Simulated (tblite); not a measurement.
Run record: tight-binding relaxation, `FC(F)(F)[SiH2]CS[SiH2][SiH3]`.

Computed with GFN2-xTB geometry optimisation, gas phase (tblite 0.8.0). Start geometry: from a force field or distance geometry. The command runs a driver script over a list of jobs; the input below is this job's line of settings and its coordinates in Å.

Command:
```bash
OMP_NUM_THREADS=1 python probes_run.py task.json out
```

Input:
```
{"job": {"kind": "relax", "xc": "GFN2-xTB", "basis": "xTB"}, "charge": 0, "multiplicity": 1}
F     -4.058800    -0.703900     0.367800
C     -3.798000     0.351000    -0.459300
F     -3.854900     1.463400     0.316200
F     -4.798600     0.424800    -1.365400
Si    -2.157600     0.171000    -1.229100
C     -0.853000     0.083500     0.085600
S      0.792300    -0.086200    -0.684000
Si     2.135900    -0.166600     1.013200
Si     4.334100    -0.397200     0.372100
H     -2.090000    -1.056700    -2.084200
H     -1.865900     1.319600    -2.151500
H     -0.873700     0.990200     0.699100
H     -1.040700    -0.771500     0.752900
H      1.691900    -1.314800     1.849000
H      1.908400     1.083700     1.792200
H      5.210700    -0.444900     1.580200
H      4.768500     0.760200    -0.462500
H      4.540700    -1.652800    -0.403900
```

Output:
```
step      E/eV     max force
  0    -857.21433    4.038
  1    -857.43516    1.308
  2    -857.49507    0.514
  3    -857.52678    0.436
  4    -857.54249    0.284
  5    -857.55048    0.184
  6    -857.55444    0.123
  7    -857.55784    0.139
  8    -857.56167    0.181
  9    -857.56574    0.170
... (18 lines left out)
 28    -857.58201    0.029
 29    -857.58210    0.029
 30    -857.58217    0.021
 31    -857.58220    0.022
 32    -857.58223    0.018
 33    -857.58227    0.026
 34    -857.58233    0.026
 35    -857.58237    0.014
 36    -857.58239    0.010
 37    -857.58240    0.008
```

«max force» is the largest atomic force in eV/Å.

From which step on does the largest force stay under 0.1 eV/Å, and how much energy is left to gain from there?

From step 13 (0.091 eV/Å), 7.9 meV above the end.

In short: energy lowered by 8.5 kcal/mol over 37 steps; largest atomic force 0.008 eV/Å at the end.

On an Arm Neoverse N1 with one thread (shared host), this took 0.71 s wall.
Labels such as C1 count atoms from 1, the log's own numbers from 0.
